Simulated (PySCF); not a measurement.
Structure problem from calculated spectra and properties.

Formula: C6H5Cl2N.

* 13C NMR: chemical shifts (computed TMS as zero) by class: 231.8 (1 C), 117.2 (1 C), 115.8 (1 C), 84.7 (1 C), 77.9 (1 C), 19.0 (1 C) ppm [GIAO PBE0/pcSseg-1]
* 1H NMR: chemical shifts (computed TMS as zero) by class: 6.00 (1 H), 5.57 (1 H), 2.06 (3 H) ppm [GIAO PBE0/pcSseg-1]
* NMR, other nuclei: isotropic shieldings of nuclei other than C and H, by class: -57 (1 N), 648 (2 Cl) ppm [GIAO PBE0/pcSseg-1]
* Triplet: lowest triplet excitation (Tamm–Dancoff): 3.89 eV [TDA PBE0/def2-SVPD]
* Rotational structure: rotational constants A, B, C: 1.881, 0.673, 0.556 GHz [GFN2-xTB]
* UV, strongest line: among the 6 lowest singlet transitions: S3 at 6.25 eV (198 nm, f = 0.363) [TDDFT PBE0/def2-SVPD]
* Polarisability: 107.8 au [PBE0/def2-SVPD]
* UV, first state: lowest singlet excitation: 5.10 eV (243 nm, f = 0.003) [TDDFT PBE0/def2-SVPD]
* Dipole: 4.11 D [PBE0/def2-SVPD]

Gas-phase values; electronic properties from PySCF, density fitting. Levels stand in brackets. NMR shifts are as computed; neighbouring signals can stand in another order in a measured spectrum. Geometry: GFN2-xTB, one conformer, isolated molecule. NMR classes are plain means over equivalent atoms (diastereotopic ones count apart unless rotation or inversion swaps them), as if these changed places fast.

**Question.** Propose a structure and show how it fits.

**Answer.** Numbering: `[CH3:1][C:2](=[C:3]=[CH:4][C:5]#[N:6])[CH:7]([Cl:8])[Cl:9]`. Its formula, C6H5Cl2N, gives 4 degrees of unsaturation: 0 rings and 4 π bonds in the structure found. 6 carbons fall into 6 classes; from least to most shielded: central carbon of cumulated double bonds [C3] (231.8 ppm), outer carbon of cumulated double bonds [C2] (117.2 ppm), nitrile carbon [C5] (115.8 ppm), CHCl2 carbon [C7] (84.7 ppm), outer carbon of cumulated double bonds [C4] (77.9 ppm), methyl carbon [C1] (19.0 ppm). Hydrogen classes from least to most shielded: 1 H on a CHCl2 carbon, C7 (6.00 ppm), 1 H on an outer carbon of cumulated double bonds, C4 (5.57 ppm), 3 H on a methyl carbon, C1 (2.06 ppm). The other shieldings belong to: -57 ppm, nitrile nitrogen [N6]; 648 ppm, alkyl chlorine [Cl8/Cl9]. The optimised geometry has point group C1 and is an asymmetric top. Structure: `C(C=C=C(C)C(Cl)Cl)#N`. Computed isomers that give other values at the same levels: `N#CC1=C(CCl)[C@H](Cl)C1` (rotational constant A: 1.098 GHz; this holds for the one conformer computed). The assignments are read from this structure; whether some other isomer fits the data as well wasn't checked. NMR values of atoms bound to several Cl lack the spin–orbit term that these neighbours bring.

The values belong to the conformer `[CH3:1][C:2](=[C:3]=[CH:4][C:5]#[N:6])[CH:7]([Cl:8])[Cl:9]`: C1–C2–C7–Cl8 -163°.
